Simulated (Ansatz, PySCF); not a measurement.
Gas-phase reaction in SMILES: CCC(C)CC + 5 [H][H] (H2) → 6 C (CH4)
Geometries: B3LYP-D3(BJ)/def2-TZVP minima from Ansatz (an electronic-structure program), one conformer each, not searched for the lowest.
Geometry of the first species:
SMILES: CCC(C)CC
```xyz
20

C      2.5388     0.0853    -0.5139
C      1.1010     0.4969    -0.8210
C      0.0332    -0.1998     0.0331
C      0.1805     0.1423     1.5166
C     -1.3673     0.1411    -0.4938
C     -2.5061    -0.6419     0.1547
H      2.8412     0.3744     0.4936
H      3.2360     0.5543    -1.2106
H      2.6624    -0.9974    -0.5997
H      0.9961     1.5813    -0.7011
H      0.8905     0.2870    -1.8741
H      0.1742    -1.2830    -0.0808
H      1.1646    -0.1313     1.8975
H     -0.5578    -0.3796     2.1258
H      0.0468     1.2165     1.6763
H     -1.3829    -0.0407    -1.5728
H     -1.5406     1.2156    -0.3649
H     -2.3419    -1.7188     0.0635
H     -2.6093    -0.4113     1.2159
H     -3.4600    -0.4109    -0.3231
```
Charge 0, spin multiplicity 1.

Property: energy of full hydrogenation (enthalpy at 298 K, with B3LYP-D3(BJ) rigid-rotor harmonic-oscillator terms from PySCF), in kcal/mol. Correlated levels leave the core frozen unless marked. Spin-orbit coupling is left out. Non-relativistic. CBS marks a two-point X^-3 extrapolation of the correlation energy; Hartree-Fock from the larger set. The bracket is a focal-point correction in the basis named.

RI-MP2/CBS(aug-cc-pVTZ,aug-cc-pVQZ)+[CCSD(T)-MP2]/aug-cc-pVTZ (Ansatz) gives -65.7 kcal/mol.

**Question.** Another calculation gave -79.5 kcal/mol. Which level was it?
A. LC-wPBE/def2-TZVPD (Ansatz)
B. B3LYP/def2-TZVPD (Ansatz)
C. r2SCAN/def2-TZVPD (Ansatz)
D. wB97X-V/def2-TZVPD (Ansatz)

**Answer.** B, B3LYP/def2-TZVPD (Ansatz). The others give -72.3 (LC-wPBE), -66.3 (wB97X-V), -69.2 (r2SCAN) kcal/mol.
